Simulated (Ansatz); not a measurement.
CH8O4Si2 (`C[SiH](O)[Si](O)(O)O`), relaxed with RKS PBE0-D4/def2-TZVP in the Gaussian-basis code of Ansatz from a GFN2-xTB geometry. The force threshold is 0.005 eV/Å; the program also tests the step.

The species carries charge 0 and has multiplicity 1.

Start:

```xyz
15

C     1.151   -1.856   -0.732
Si    0.939   -0.345    0.399
O     2.215    0.602    0.035
Si   -1.026    0.777    0.146
O    -0.620    2.323    0.485
O    -1.723    0.798   -1.327
O    -2.231    0.223    1.114
H     0.980   -1.604   -1.776
H     2.160   -2.248   -0.653
H     0.465   -2.653   -0.466
H     1.119   -0.808    1.797
H     2.189    1.540    0.204
H    -1.230    3.033    0.294
H    -2.296    0.079   -1.574
H    -2.093    0.140    2.052
```

How much energy does the relaxation release, and in how many steps? (Best estimate.)

Ansatz gave: 2.76 kcal/mol, in 15 steps, 1 of them rejected.

Which bonds change most? (An estimate is asked.)

The calculation gave: Si2–Si4 from 2.277 to 2.349 Å; C1–Si2 from 1.899 to 1.861 Å; Si2–O3 from 1.630 to 1.656 Å; Si2–H11 from 1.484 to 1.498 Å.

Give the relaxed structure. (An estimate is asked.)

Computed: 
```xyz
15

C     1.189   -1.845   -0.756
Si    0.990   -0.409    0.413
O     2.219    0.669    0.148
Si   -1.026    0.766    0.140
O    -0.527    2.313    0.394
O    -1.711    0.701   -1.351
O    -2.238    0.284    1.148
H     1.074   -1.522   -1.792
H     2.178   -2.295   -0.641
H     0.441   -2.614   -0.548
H     1.052   -0.930    1.816
H     1.968    1.590    0.248
H    -1.125    3.024    0.151
H    -2.473    0.125   -1.439
H    -2.014    0.144    2.070
```
